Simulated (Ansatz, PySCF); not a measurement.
Noncovalent pair: CHN (SMILES C#N) (first 3 atoms) with C2H3N (SMILES CC#N); geometry from B3LYP-D3(BJ)/def2-TZVP, rigid monomers moved along the line of their centres of mass till C1···C5 is 4.42 Å.
(charge 0, multiplicity 1):
```json
[
 {"atom": "C", "x (Å)": "0.3363", "y (Å)": "0.2915", "z (Å)": "0.2805"},
 {"atom": "N", "x (Å)": "-0.6058", "y (Å)": "-0.3462", "z (Å)": "0.1386"},
 {"atom": "H", "x (Å)": "1.2105", "y (Å)": "0.8808", "z (Å)": "0.4501"},
 {"atom": "C", "x (Å)": "-0.4801", "y (Å)": "-0.5854", "z (Å)": "4.9410"},
 {"atom": "C", "x (Å)": "0.6880", "y (Å)": "0.2389", "z (Å)": "4.6862"},
 {"atom": "N", "x (Å)": "1.6056", "y (Å)": "0.8890", "z (Å)": "4.4465"},
 {"atom": "H", "x (Å)": "-1.1919", "y (Å)": "-0.0477", "z (Å)": "5.5676"},
 {"atom": "H", "x (Å)": "-0.9554", "y (Å)": "-0.8334", "z (Å)": "3.9904"},
 {"atom": "H", "x (Å)": "-0.1887", "y (Å)": "-1.5065", "z (Å)": "5.4459"}
]
```

Counterpoise-corrected where a basis set is named; no monomer relaxation. Rows marked so take none.

Rows in 6-31G*, STO-3G carry no dispersion term and start afresh at each structure (6-31G* with six Cartesian d functions).

Programs: Ansatz (Gaussian basis) for Hartree–Fock, density functionals and correlated methods; PySCF for 6-31G* rows, STO-3G rows, the dispersion terms. Values without a source in brackets are computed.

Question: One of these levels gives -86.6 meV for the interaction energy. Name it.
(A) HF/STO-3G (no counterpoise)
(B) PBE0/def2-TZVPPD
(C) PBE0-D3(BJ)/def2-TZVPPD
(D) BP86/6-31G* (no counterpoise)

Answer: B, PBE0/def2-TZVPPD. The others give -43.0 (HF/STO-3G (no counterpoise)), -66.7 (BP86/6-31G* (no counterpoise)), -102.7 (PBE0-D3(BJ)/def2-TZVPPD)

Ansatz is a program for electronic structure.
